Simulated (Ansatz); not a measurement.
C₂H₃F₂NOSi, SMILES `C[Si](F)(F)N=C=O` from Hartree–Fock to CCSD(T)

Cartesian coordinates in Å:
```
C 0.8123 0.0955 1.4079
Si -0.3962 0.5225 0.1031
F -1.8745 0.4959 0.6695
F -0.1503 1.9898 -0.4394
N -0.3177 -0.5428 -1.2073
C -0.5424 -1.0334 -2.2747
O -0.7286 -1.5428 -3.3007
H 0.6268 -0.9122 1.7854
H 0.7407 0.7953 2.2430
H 1.8298 0.1322 1.0131
```

Total charge 0; spin multiplicity 1. Geometry: relaxed with PBE0-D4/def2-TZVP. It is one conformer, not always the lowest. Frozen core, restricted reference, Ansatz. CBS rows extrapolate triple and quadruple zeta; past MP2 they add the triple-zeta difference.

```tsv
basis	HF (Eh)	MP2 corr.	CCSD corr.	(T)	CCSD(T) total
def2-SVP	?	-1.05215	?	-0.03025	?
def2-TZVPP	?	?	-1.35528	-0.05341	?
def2-QZVPP	-695.04983	-1.45496	–	–	–
CBS(def2)	-695.05371	-1.53716	-1.54844	as TZ	-696.65556
```

(1) Fill in the withheld values. (Best estimate.)

Answers

(1) Computed: def2-SVP HF (Eh): -694.39959; def2-SVP CCSD corr.: -1.07479; def2-SVP CCSD(T) total: -695.50463; def2-TZVPP HF (Eh): -695.02163; def2-TZVPP MP2 corr.: -1.34400; def2-TZVPP CCSD(T) total: -696.43032.
